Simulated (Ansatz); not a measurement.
Program: Ansatz. Geometries: PBE0-D4/def2-TZVP. ΔE: electronic, gas phase. CCSD(T)/CBS adds triple-zeta CCSD(T) − MP2 to the extrapolated MP2 energy (def2 sets, frozen cores). Functionals use def2-TZVPP. For Se outer-core shells are correlated without core-valence functions, which leaves a few kJ/mol of doubt a bond. Scalar relativity is left out up to krypton. One conformer a species, not always the lowest.

Consider the ligand exchange at a B–C bond: `CB(N)C=[Se]` + CH₃NH₂ → `CNB(C)N` + `C=[Se]`.

`CB(N)C=[Se]`:

```xyz
11

C     0.040   -0.428   -1.349
B    -0.004   -0.060    0.173
N    -0.032   -1.044    1.163
C    -0.017    1.426    0.694
Se   -0.036    2.858   -0.324
H    -0.801    0.029   -1.881
H     0.938   -0.014   -1.818
H     0.022   -1.504   -1.537
H    -0.030   -2.029    0.958
H    -0.059   -0.838    2.148
H    -0.020    1.603    1.772
```

CH₃NH₂:

Z-matrix (Å, degrees):
```
C
N 1 1.453
H 1 1.092 2 109.4
H 1 1.100 2 115.4 3 -121.6
H 1 1.092 2 109.4 3 116.8
H 2 1.012 1 110.6 3 62.6
H 2 1.012 1 110.6 3 -179.3
```

`CNB(C)N`:

Cartesian coordinates in Å:
```
C 0.204 -0.789 -1.757
N -0.385 -0.871 -0.447
B -0.225 0.045 0.622
C 0.681 1.333 0.467
N -0.889 -0.195 1.852
H -0.551 -0.726 -2.549
H 0.847 -1.650 -1.977
H 0.824 0.105 -1.825
H -0.970 -1.680 -0.315
H 0.328 1.980 -0.342
H 1.717 1.071 0.227
H 0.702 1.936 1.377
H -1.480 -0.986 2.034
H -0.802 0.428 2.633
```

`C=[Se]`:

Z-matrix (Å, degrees):
```
C
Se 1 1.741
H 1 1.087 2 121.8
H 1 1.087 2 121.8 3 -180.0
```

| species | r2SCAN energy (Eh) |
| --- | --- |
| `CB(N)C=[Se]` | -2560.96370 |
| CH₃NH₂ | -95.83545 |
| `CNB(C)N` | -216.02962 |
| `C=[Se]` | -2440.79480 |

**Question.** Work out ΔE.

**Answer.** ΔE = (-216.02962) + (-2440.79480) − (-2560.96370) − (-95.83545) = -0.02527 Eh = -66.3 kJ/mol. CCSD(T)/CBS gives -67.1 kJ/mol.

Largest T1 diagnostic among the species: 0.015.

From PBE to PBE0 (25 % exact exchange), in def2-TZVPP and without D4, ΔE moves by −4.2 kJ/mol. In def2-TZVPP, CCSD(T) changes the Hartree–Fock value by +8.9 kJ/mol (the triples alone add +2.2 kJ/mol) and MP2 by +10.6 kJ/mol.
